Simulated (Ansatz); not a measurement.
PBE exchange is replaced step by step with exact exchange (0 % is PBE, 25 % PBE0; no dispersion term), basis def2-SVP, Ansatz. System: the cluster Ga2Se3. The state is a singlet with charge 0. Geometry: r2SCAN-D4/def2-SVP, each spin state at its own.

The relaxed triplet has other bonds than the singlet, so its gap is one between isomers. The relaxed quintet has other bonds than the singlet, so its gap is one between isomers.

Geometry of the singlet:

```xyz
5

Ga    0.003    0.843    0.431
Ga   -0.340   -2.058    0.305
Se    0.325   -0.513   -1.595
Se    0.603    2.080   -1.370
Se   -0.591   -0.352    2.229
```

The structure comes from a short search, and lower isomers may exist.

| exact exchange (%) | HOMO (eV) | LUMO (eV) | gap (eV) | triplet − singlet (kJ/mol) | quintet − singlet (kJ/mol) |
| --- | --- | --- | --- | --- | --- |
| 10 | -5.97 | -3.67 | 2.30 | 20.5 | 187.7 |
| 15 | -6.20 | -3.55 | 2.65 | 14.1 | 186.7 |
| 40 | -7.15 | -2.96 | 4.20 | -20.3 | 179.6 |
